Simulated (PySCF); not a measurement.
Isomers C$_{5}$H$_{4}$F$_{4}$O:

A. SMILES O=C(F)C1(C(F)(F)F)CC1
B. SMILES C=C(OCF)C(F)=C(F)F
C. `C/C=C(/C(=O)F)C(F)(F)F`
D. SMILES F[C@H]1C=C(OC(F)(F)F)C1

Spectrum 1. 13C{1H} NMR (computed): δ 157.7 (C), 129.9 (C), 119.8 (CH), 82.7 (CH), 44.6 (CH2).

Spectrum 2. 13C{1H} NMR (computed): δ 170.8 (C), 133.2 (C), 28.0 (C), 20.3 (CH2).

Spectrum 3. 13C{1H} NMR (computed): δ 168.3 (C), 154.9 (C), 134.5 (C), 105.2 (CH2), 87.7 (CH2).

Spectrum 4. 13C{1H} NMR (computed): δ 165.7 (CH), 159.1 (C), 131.9 (C), 128.1 (C), 17.2 (CH3).

[PySCF: shielding tensors at PBE0/pcSseg-1 (GIAO); geometry: GFN2-xTB; equivalent nuclei averaged; non-relativistic Hamiltonian; no solvent model; a single conformation]

References, each an isolated molecule treated in the same way: TMS for 13C. Splittings of carbon signals by F and P are missing where no couplings were computed. Shifts are as computed. Against solution values, carbons near 30 ppm lie about +3 ppm off and those near 130 ppm about +5 ppm (rms about the fit 2.1 ppm; single classes can miss by 10 ppm). Of 1328 compounds with measured shifts, 309 miss one by over three times the rms of a fit or turn the order of signals round; such compounds aren't used in these exercises. Signals without a measured value on file couldn't be tested in this way; 1H shifts scatter by 0.2 ppm about their fit, and single ones miss by 0.5 ppm.

Task: Match each spectrum to its structure.

Result: 1–D, 2–A, 3–B, 4–C.

- Spectrum 1 (D): 5 13C signals; δC 157.7 is an alkene carbon bearing oxygen; δC 129.9 is a CF3 carbon.
- Spectrum 2 (A): 4 13C signals; δC 133.2 is a CF3 carbon; δC 28.0 is a three-membered-ring carbon.
- Spectrum 3 (B): 5 13C signals; δC 154.9 is an alkene carbon bearing oxygen; δC 134.5 is a fully substituted alkene carbon.
- Spectrum 4 (C): 5 13C signals; δC 165.7 is a β carbon of a C=C–C=O unit; δC 131.9 is a CF3 carbon.
